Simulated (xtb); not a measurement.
Input file for xtb: GFN2-xTB on C2H6BCl (SMILES CCBCl), a point of a torsion scan.

```
$ xtb mol.xyz --gfn 2 --opt vtight --chrg 0 --uhf 0 --input xcontrol
10

C     -0.85785744     0.64050325    -0.04414282
C     -0.19341638    -0.71067152    -0.13310960
B     -0.37289389    -1.42217093     1.28478034
Cl     0.43811794    -0.49914626     2.67677883
H     -0.68510376     1.14686203     0.92407116
H     -1.95722355     0.47594761    -0.12186907
H     -0.50480695     1.27874820    -0.88026020
H      0.89711287    -0.50209832    -0.27790685
H     -0.55730370    -1.32193371    -0.95717215
H     -1.44160161    -1.91950004     1.46474850
$constrain
  force constant=1.0
  dihedral: 5,1,2,3,40.0
$end
```

Program output:

```
[...]
           -------------------------------------------------
          |                Calculation Setup                |
           -------------------------------------------------



           -------------------------------------------------
          |                 G F N 2 - x T B                 |
           -------------------------------------------------

        Reference                      10.1021/acs.jctc.8b01176
      * Hamiltonian:
        H0-scaling (s, p, d)           1.850000    2.230000    2.230000
        zeta-weighting                 0.500000
      * Dispersion:
        s8                             2.700000
        a1                             0.520000
        a2                             5.000000
        s9                             5.000000
      * Repulsion:
        kExp                           1.500000    1.000000
        rExp                           1.000000
      * Coulomb:
        alpha                          2.000000
        third order                    shell-resolved
        anisotropic                    true
        a3                             3.000000
        a5                             4.000000
        cn-shift                       1.200000
        cn-exp                         4.000000
        max-rad                        5.000000


          ...................................................
          :                      SETUP                      :
          :.................................................:
          :  # basis functions                  28          :
          :  # atomic orbitals                  27          :
          :  # shells                           15          :
          :  # electrons                        24          :
          :  max. iterations                   250          :
          :  Hamiltonian                  GFN2-xTB          :
          :  restarted?                      false          :
          :  GBSA solvation                  false          :
          :  PC potential                    false          :
          :  electronic temp.          300.0000000     K    :
          :  accuracy                    1.0000000          :
          :  -> integral cutoff          0.2500000E+02      :
          :  -> integral neglect         0.1000000E-07      :
          :  -> SCF convergence          0.1000000E-05 Eh   :
          :  -> wf. convergence          0.1000000E-03 e    :
          :  Broyden damping             0.4000000          :
          :  net charge                          0          :
          :  unpaired electrons                  0          :
          ...................................................

 iter      E             dE          RMSdq      gap      omega  full diag
   1    -12.9869560 -0.129870E+02  0.716E+00    5.47       0.0  T
   2    -13.1340429 -0.147087E+00  0.554E+00    1.87       1.0  T
   3    -13.2075863 -0.735434E-01  0.321E+00    3.81       1.0  T
   4    -13.2269450 -0.193587E-01  0.997E-01    2.87       1.0  T
   5    -13.2333466 -0.640156E-02  0.681E-01    3.53       1.0  T
   6    -13.2379700 -0.462334E-02  0.153E-01    3.28       1.0  T
   7    -13.2380572 -0.872379E-04  0.632E-02    3.24       1.0  T
   8    -13.2380608 -0.362695E-05  0.236E-02    3.23       1.3  T
   9    -13.2380617 -0.858832E-06  0.104E-02    3.24       3.0  T
  10    -13.2380619 -0.189345E-06  0.793E-03    3.23       4.0  T
  11    -13.2380622 -0.316842E-06  0.493E-03    3.23       6.4  T
  12    -13.2380623 -0.109737E-06  0.197E-03    3.23      16.1  T
  13    -13.2380623 -0.428680E-07  0.595E-04    3.23      53.1  T
  14    -13.2380623 -0.255079E-08  0.137E-04    3.23     230.5  T

   *** convergence criteria satisfied after 14 iterations ***

         #    Occupation            Energy/Eh            Energy/eV
      -------------------------------------------------------------
         1        2.0000           -1.0390110             -28.2729
       ...           ...                  ...                  ...
         6        2.0000           -0.4897618             -13.3271
         7        2.0000           -0.4730336             -12.8719
         8        2.0000           -0.4645798             -12.6419
         9        2.0000           -0.4394134             -11.9570
        10        2.0000           -0.4343206             -11.8185
        11        2.0000           -0.4264346             -11.6039
        12        2.0000           -0.4036545             -10.9840 (HOMO)
        13                         -0.2847814              -7.7493 (LUMO)
        14                         -0.0660115              -1.7963
        15                          0.0270811               0.7369
        16                          0.0331764               0.9028
        17                          0.0340912               0.9277
       ...                                ...                  ...
        27                          0.3319560               9.0330
      -------------------
[...]
       :::::::::::::::::::::::::::::::::::::::::::::::::::::
         ::                     SUMMARY                     ::
         :::::::::::::::::::::::::::::::::::::::::::::::::::::
         :: total energy             -13.149194779868 Eh    ::
         :: gradient norm              0.000050975763 Eh/a0 ::
         :: HOMO-LUMO gap              4.095695963711 eV    ::
         ::.................................................::
         :: SCC energy               -13.278374493525 Eh    ::
         :: -> isotropic ES            0.028202332244 Eh    ::
         :: -> anisotropic ES          0.002663129813 Eh    ::
         :: -> anisotropic XC          0.002838916157 Eh    ::
         :: -> dispersion             -0.004809947171 Eh    ::
         :: repulsion energy           0.129170888550 Eh    ::
         :: add. restraining           0.000008825107 Eh    ::
         :: total charge              -0.000000000000 e     ::
         :::::::::::::::::::::::::::::::::::::::::::::::::::::

           -------------------------------------------------
          |                Property Printout                |
           -------------------------------------------------

    * Orbital Energies and Occupations

         #    Occupation            Energy/Eh            Energy/eV
      -------------------------------------------------------------
         1        2.0000           -1.0443283             -28.4176
         2        2.0000           -0.6116669             -16.6443
         3        2.0000           -0.5702600             -15.5176
         4        2.0000           -0.5228910             -14.2286
         5        2.0000           -0.5035471             -13.7022
         6        2.0000           -0.4982822             -13.5589
         7        2.0000           -0.4738070             -12.8929
         8        2.0000           -0.4545739             -12.3696
         9        2.0000           -0.4482947             -12.1987
        10        2.0000           -0.4365808             -11.8800
        11        2.0000           -0.4359389             -11.8625
        12        2.0000           -0.4029469             -10.9647 (HOMO)
        13                         -0.2524328              -6.8690 (LUMO)
        14                         -0.0315275              -0.8579
        15                          0.0185475               0.5047
        16                          0.0250908               0.6828
        17                          0.0254068               0.6914
        18                          0.0381728               1.0387
        19                          0.1003187               2.7298
        20                          0.1496604               4.0725
        21                          0.1582497               4.3062
        22                          0.1882550               5.1227
        23                          0.2050247               5.5790
       ...                                ...                  ...
        27                          0.4058632              11.0441
      -------------------------------------------------------------
                  HL-Gap            0.1505141 Eh            4.0957 eV
             Fermi-level           -0.3276899 Eh           -8.9169 eV

     #   Z          covCN         q      C6AA      α(0)
     1   6 C        3.749    -0.104    22.545     6.772
     2   6 C        3.728    -0.141    23.327     6.896
     3   5 B        2.660     0.320    16.929     6.926
     4  17 Cl       0.830    -0.209   105.648    15.724
     5   1 H        0.925     0.042     2.418     2.431
     6   1 H        0.925     0.035     2.512     2.478
     7   1 H        0.925     0.034     2.530     2.488
     8   1 H        0.924     0.054     2.265     2.354
     9   1 H        0.924     0.049     2.330     2.387
    10   1 H        0.937    -0.082     4.951     3.479

 Mol. C6AA /au·bohr⁶  :       1149.717555
 Mol. C8AA /au·bohr⁸  :      31799.514677
 Mol. α(0) /au        :         51.935034


Wiberg/Mayer (AO) data.
largest (>0.10) Wiberg bond orders for each atom

 ---------------------------------------------------------------------------
     #   Z sym  total        # sym  WBO       # sym  WBO       # sym  WBO
 ---------------------------------------------------------------------------
     1   6 C    3.996 --     2 C    1.018     7 H    0.989     6 H    0.989
                             5 H    0.987
     2   6 C    3.984 --     3 B    1.051     1 C    1.018     9 H    0.952
                             8 H    0.938
     3   5 B    3.290 --     4 Cl   1.191     2 C    1.051    10 H    0.969
     4  17 Cl   1.250 --     3 B    1.191
     5   1 H    0.998 --     1 C    0.987
     6   1 H    0.999 --     1 C    0.989
     7   1 H    0.999 --     1 C    0.989
     8   1 H    0.997 --     2 C    0.938
     9   1 H    0.998 --     2 C    0.952
    10   1 H    0.993 --     3 B    0.969
 ---------------------------------------------------------------------------

Topologies differ in total number of bonds
Writing topology from bond orders to xtbtopo.mol

molecular dipole:
                 x           y           z       tot (Debye)
 q only:        0.057      -0.177      -0.593
   full:        0.060      -0.170      -0.617       1.634
molecular quadrupole (traceless):
                xx          xy          yy          xz          yz          zz
 q only:        2.037       0.196       2.409       0.988       0.247      -4.446
  q+dip:        2.484       0.345       2.063       1.126      -0.722      -4.547
   full:        3.503       0.549       1.419       1.064      -0.284      -4.923

           -------------------------------------------------
          |                Geometry Summary                 |
           -------------------------------------------------

      molecular mass/u    :       76.3330819
   center of mass at/Å    :       -0.5156938      -0.4149713       1.4642466
  moments of inertia/u·Å² :        0.4031848E+02   0.1464861E+03   0.1806356E+03
rotational constants/cm⁻¹ :        0.4181118E+00   0.1150800E+00   0.9332397E-01

 * 9 selected distances

     #   Z          #   Z                                           value/Å
     1   6 C        2   6 C                                       1.5312441
     2   6 C        3   5 B                                       1.5800273
     3   5 B        4  17 Cl                                      1.6905984 (max)
     1   6 C        5   1 H                                       1.0871786
     1   6 C        6   1 H                                       1.0884618
     1   6 C        7   1 H                                       1.0870193 (min)
Note: The following floating-point exceptions are signalling: IEEE_UNDERFLOW_FLAG IEEE_DENORMAL
normal termination of xtb
     2   6 C        8   1 H                                       1.0971585
     2   6 C        9   1 H                                       1.0934354
     3   5 B       10   1 H                                       1.1751123

 * 5 distinct bonds (by element types)

   Z      Z             #   av. dist./Å        max./Å        min./Å
   1 H    5 B           1     1.1751123     1.1751123     1.1751123
   1 H    6 C           5     1.0906507     1.0971585     1.0870193
   5 B    6 C           1     1.5800273     1.5800273     1.5800273
   6 C    6 C           1     1.5312441     1.5312441     1.5312441
   5 B   17 Cl          1     1.6905984     1.6905984     1.6905984


optimized geometry written to: xtbopt.xyz


           -------------------------------------------------
          | TOTAL ENERGY              -13.149194779868 Eh   |
          | GRADIENT NORM               0.000050975763 Eh/α |
          | HOMO-LUMO GAP               4.095695963711 eV   |
           -------------------------------------------------

------------------------------------------------------------------------
------------------------------------------------------------------------
 total:
 SCF:
 ANC optimizer:
```

The run finished.

Warnings raised: the energy holds the restraint's term.

Cost: around 0.5 core-seconds (rough).
